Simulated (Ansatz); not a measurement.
Input file for molybdenum dichloride dioxide, Cl₂MoO₂:

```yaml
crystal:
  periodic: [false, false, false]
  atoms:
    - {symbol: O, position_ang: [0.178188, -0.217299, 1.700268]}
    - {symbol: Mo, position_ang: [0.077576, -0.076575, 0.046328]}
    - {symbol: O, position_ang: [1.234144, -1.086671, -0.592030]}
    - {symbol: Cl, position_ang: [-1.953204, -0.731568, -0.640755]}
    - {symbol: Cl, position_ang: [0.513296, 2.038512, -0.555111]}
basis:
  gaussian: {orbitals: def2-TZVPP}
correlation: {method: ccsd_t}
output: {orbitals: {seedname: orbitals}}
```

```sh
$ ansatz run in.yaml --threads 4 --pin off --events-out ev --progress --plain --max-ram 10444MiB
```

Log, shortened:

```
Functional definition: HF
1306 factors; integrals over basis functions are off by at most 1.1e-3 eV
mean field evaluation 1: about -30911.6148 eV, gradient 8.3e1 eV
mean field evaluation 2: about -30911.9526 eV, gradient 8.4e1 eV
mean field evaluation 4: about -30924.6108 eV, gradient 6.2e0 eV
mean field evaluation 8: about -30924.7418 eV, gradient 1.0e0 eV
mean field evaluation 16: about -30924.7459 eV, gradient 2.1e-6 eV
mean field -30924.74594925 eV, -1136.4634520892 hartree, gradient 3.9e-6 eV, S^2 0.000000; 1 other end points of the search recorded, 0 dependent functions left out
12 core orbitals not correlated: weight in the atoms' cores, before any rotation towards them, 1.000 or more for the frozen orbitals, at most 0.000 for the correlated occupied ones
reference -30924.74594925 eV, -1136.4634520892 hartree; 20, 20 occupied and 170, 170 virtual orbitals, 1306 factors
second order -40.44915563 eV of doubles, -0.00000000 eV of singles
cycle   1  -35.20555143 eV  change     5.2e0 eV  update   3.8e-1
cycle   2  -37.84043752 eV  change    -2.6e0 eV  update   3.1e-1
cycle   3  -38.28197509 eV  change   -4.4e-1 eV  update   4.9e-2
cycle   4  -38.30940307 eV  change   -2.7e-2 eV  update   2.5e-2
cycle   5  -38.28252604 eV  change    2.7e-2 eV  update   7.6e-3
cycle   6  -38.28525808 eV  change   -2.7e-3 eV  update   2.7e-3
cycle   7  -38.28386308 eV  change    1.4e-3 eV  update   1.4e-3
cycle   8  -38.28250495 eV  change    1.4e-3 eV  update   5.5e-4
cycle   9  -38.28295187 eV  change   -4.5e-4 eV  update   2.4e-4
cycle  10  -38.28329758 eV  change   -3.5e-4 eV  update   1.1e-4
cycle  11  -38.28319569 eV  change    1.0e-4 eV  update   7.1e-5
cycle  12  -38.28306708 eV  change    1.3e-4 eV  update   3.3e-5
cycle  13  -38.28318094 eV  change   -1.1e-4 eV  update   1.6e-5
cycle  14  -38.28314170 eV  change    3.9e-5 eV  update   6.1e-6
perturbative correction -2.51252236 eV, -0.0923334939 hartree
Total energy: -30965.54161331 eV, -1137.9626650913 hartree
```

Hardware: 4 threads of an Intel Xeon Platinum 8488C on a shared host. Wall time 82 s, peak host memory 2.9 GiB.

MP2 recovers 99.2 % of the CCSD(T) correlation energy and the triples give 6.2 %; T1 = 0.0241.
